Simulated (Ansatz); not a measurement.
An input meant for the cluster SiTe₂⁺ (charge 1, doublet).

```yaml
crystal:
  periodic: [false, false, false]
  atoms:
    - {symbol: Si, position_ang: [0.977599, 0.296699, -0.067689]}
    - {symbol: Te, position_ang: [-0.212688, -1.049839, 0.061887]}
    - {symbol: Te, position_ang: [-0.655638, 0.753140, -0.003868]}
basis:
  gaussian: {orbitals: STO-3G, final_grid: {core_spheres: 8, valence_spheres: 7, degree: 23}}
total_charge: 1
magnetization: {spin_polarized: true, initial_magnetization: 1}
hamiltonian: {xc: {name: revPBE0}}
accuracy: high
scf: {omitted_lower_state_checks: [starts]}
```

```sh
$ ansatz run in.yaml --threads 4 --pin off --events-out ev --progress --plain --max-ram 3916MiB
```

Shortened log:

```
Functional definition: revPBE0
1021 factors; integrals over basis functions are off by at most 4.9e-9 eV
mean field evaluation 1: about -364163.7785 eV, gradient 8.3e0 eV
mean field evaluation 2: about -364164.4575 eV, gradient 1.6e0 eV
mean field evaluation 4: about -364164.4772 eV, gradient 6.7e-2 eV
mean field evaluation 8: about -364164.5182 eV, gradient 8.9e-4 eV
mean field evaluation 16: about -364164.5182 eV, gradient 5.0e-7 eV
mean field evaluation 32: about -364164.5872 eV, gradient 1.5e-1 eV
mean field -364164.58945399 eV, -13382.8018228098 hartree, gradient 3.7e-8 eV, S^2 0.844964; 2 other end points of the search recorded, 0 dependent functions left out
reference -364164.58945541 eV, -13382.8018228619 hartree; 59, 58 occupied and 4, 5 virtual orbitals, 1021 factors
Total energy: -364164.58945541 eV, -13382.8018228619 hartree
Checks for a lower state left out: starts
```

In this input the geometry is squeezed to about two thirds of its size. The calculation finished and met its thresholds. The result belongs to that input, not to the species as meant.

The charge 1 doublet is spin-contaminated (final ⟨S²⟩ up to 0.84, 0.75 for a pure state).
